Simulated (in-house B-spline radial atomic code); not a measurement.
# Ionising Ag6+ with different functionals

Computed with a B-spline radial code for spherical atoms: scalar-relativistic (spin-free X2C) Hamiltonian, Fermi nucleus of rms radius 4.5454 fm, spin-polarised at highest spin, spherical fractional occupations for the functionals, the average over the highest-spin determinants for Hartree-Fock. The ionisation energy is the difference of two self-consistent energies, [Kr] 4d5 → [Kr] 4d4, without Breit or QED terms; ε is the level of the shell that loses the electron (its least bound occupied spin orbital). There is no spin-orbit coupling in this Hamiltonian.

Hybrids are left out here: with spherical fractional occupations of an open shell their exact exchange keeps a self-interaction that integer-occupation calculations don't have.

```tsv
method	rung	ΔSCF (eV)	-ε(4d) (eV)
Hartree-Fock	Hartree-Fock	106.49	107.51
LDA VWN5	LDA	107.03	97.58
LDA PW92	LDA	107.02	97.57
LDA exchange-only	LDA	105.50	96.09
PBE	GGA	107.04	97.59
PBEsol	GGA	106.97	97.52
BLYP	GGA	106.70	97.23
RPBE	GGA	107.01	97.56
PW91	GGA	107.11	97.66
BP86	GGA	107.01	97.56
AM05	GGA	106.91	97.46
OLYP	GGA	107.47	97.98
TPSS	meta-GGA	107.06	97.63
SCAN	meta-GGA	107.66	98.30
r2SCAN	meta-GGA	107.73	98.37
revTPSS	meta-GGA	107.01	97.57
```

Task: How do they compare with the NIST value?

Result: NIST lists 106 eV ± 2 (tabulated theory, ground level to ground level). Errors run from -0.50 to +1.73 eV; all lie within about twice that uncertainty, so the table can't rank the methods. Hartree-Fock also lacks correlation.
